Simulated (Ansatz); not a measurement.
`[CH3][SnH2][SiH3]` + H₂ → `[SiH3][SnH3]` + CH₄ at 700 K and 1 bar (hydrogenolysis of the Sn–C bond).

Program: Ansatz. Geometries: PBE0-D4/def2-TZVP. ΔE: electronic, gas phase. CCSD(T)/CBS is the MP2 limit (def2-TZVPP, def2-QZVPP) plus CCSD(T) − MP2 in def2-TZVPP, frozen cores. This one scheme is used for every species. def2 core potentials past Kr. For Sn outer-core shells are correlated without core-valence functions, which leaves a few kJ/mol of doubt a bond.

| species | CCSD(T)/CBS energy (Eh) | H − E (kJ/mol) | S (J/(mol·K)) |
| --- | --- | --- | --- |
| `[CH3][SnH2][SiH3]` | -545.95552 | 276.6 | 485.0 |
| H₂ | -1.17544 | 46.8 | 155.3 |
| `[SiH3][SnH3]` | -506.68362 | 179.7 | 401.7 |
| CH₄ | -40.46206 | 145.9 | 224.0 |

H − E and S are ideal-gas, rigid-rotor, harmonic terms from PBE0-D4/def2-TZVP. The MP2-based limit puts H₂ 0.8 mEh under its directly extrapolated value; such offsets cancel only in part. 1 Eh = 2625.50 kJ/mol, R = 8.31446 J/(mol·K).

Question: By hand: ΔE, ΔH, ΔS and ΔG.

Answer: ΔE = (-506.68362) + (-40.46206) − (-545.95552) − (-1.17544) = -0.01472 Eh = -38.6 kJ/mol. Δ(H − E) = 179.7 + 145.9 − 276.6 − 46.8 = 2.2, so ΔH = -36.4 kJ/mol. ΔS = 401.7 + 224.0 − 485.0 − 155.3 = -14.6 J/(mol·K). ΔG = -36.4 − 700 × (-14.6)/1000 = -26.2 kJ/mol.

Question: By hand: the equilibrium constant, and the temperature at which ΔG would vanish if ΔH and ΔS stayed fixed.

Answer: log₁₀ K = −ΔG/(RT ln 10) = 2.0. ΔG = 0 at ΔH/ΔS = 2493 K, though so small a ΔS makes that figure unsure.

The number of gas molecules stays the same, so ΔS is small and ΔH decides. A doubt of 5 kJ/mol in ΔE shifts log₁₀ K by 0.4 here. These are equilibria of isolated gas molecules and say nothing of rates. Largest T1 diagnostic: 0.013 (customary marks: 0.02 for closed shells, 0.045 for open ones).
